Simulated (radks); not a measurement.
The numbers below are computed, except where a source is named.
Q: These are the eigenvalues of the occupied orbitals of an atom or ion with whole-number occupations (hartree). Code: a radial shooting solver on a logarithmic mesh with Libxc functionals. Model: scalar-relativistic Kohn-Sham, PBE, spin-polarised, spherical densities, finite nucleus; Fermi nuclear charge, rms radius of each element as measured or else 0.836 A^(1/3) + 0.57 fm.

1s up: -1840.963
1s down: -1840.963
2s up: -303.9766
2s down: -303.9736
2p up: -270.5305
2p down: -270.5281
3s up: -67.43014
3s down: -67.33346
3p up: -57.06588
3p down: -56.96958
3d up: -43.36776
3d down: -43.29351
4s up: -13.68095
4s down: -13.45446
4p up: -10.26436
4p down: -10.03942
4d up: -5.53632
4d down: -5.31323
5s up: -1.91019
5s down: -1.78114
5p up: -1.07558
5p down: -0.97199
4f up: -0.42369
6s up: -0.19531
5d up: -0.14727
6p up: -0.08095

Which element is it, and in what charge state? The configuration may be excited. Open shells, if any, are filled with parallel spins first.

A: Z = 64, gadolinium, charge 0: Gd in [Xe] 4f7 5d1 6s1 6p1. The list shows which subshells hold electrons but not how many an open one holds; the 1s level, -1841 hartree, gives Z - s = 60.7 by -(Z - s)^2/2, which with screening and relativity narrows Z to a few neighbours, and the depths of the outer levels then fix element, charge and occupations together.
